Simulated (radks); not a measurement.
Spherical quantum dot in the effective-mass picture: electrons in a hard-walled sphere of radius 1.79, with a point charge +2 (a donor) at the centre, all in effective atomic units (hartree* = m*/eps^2 hartree, bohr* = eps/m* bohr), one dielectric constant everywhere. Method: non-relativistic Kohn-Sham, PBEsol, spin-polarised, spherical densities; computed with a radial shooting solver with Libxc functionals. Levels are named by radial order and angular momentum (1s, 1p, 1d, 2s, ...), and open shells are averaged over m. Results are scaled to m* = 0.102 and eps = 12.3, for which hartree* = 18.35 meV and bohr* = 6.381 nm.

N = 28, configuration 1s2 1p6 1d10 2s2 1f(up 7, down 1). This is the lowest configuration that the search found. Occupied and some empty levels:

level    occupation  eigenvalue (meV)  <r> (nm)
1s up             1            375.67     6.496
1s down           1            377.67     6.410
1p up             3            398.01     7.524
1p down           3            400.63     7.499
1d up             5            427.71     7.948
1d down           5            430.55     7.936
2s up             1            441.97     4.913
2s down           1            443.10     4.971
1f up             7            466.09     8.247
1f down           1            469.07     8.240
1g up             0            512.70     8.480
2p up             0            514.70     5.852
1g down           0            515.76     8.477
2p down           0            516.02     5.853
2d up             0            580.79     6.450
2d down           0            582.46     6.444

Energy (meV): total 6775.17, kinetic 2829.4, external -997.02, Hartree 5434.6, exchange-correlation -491.81.
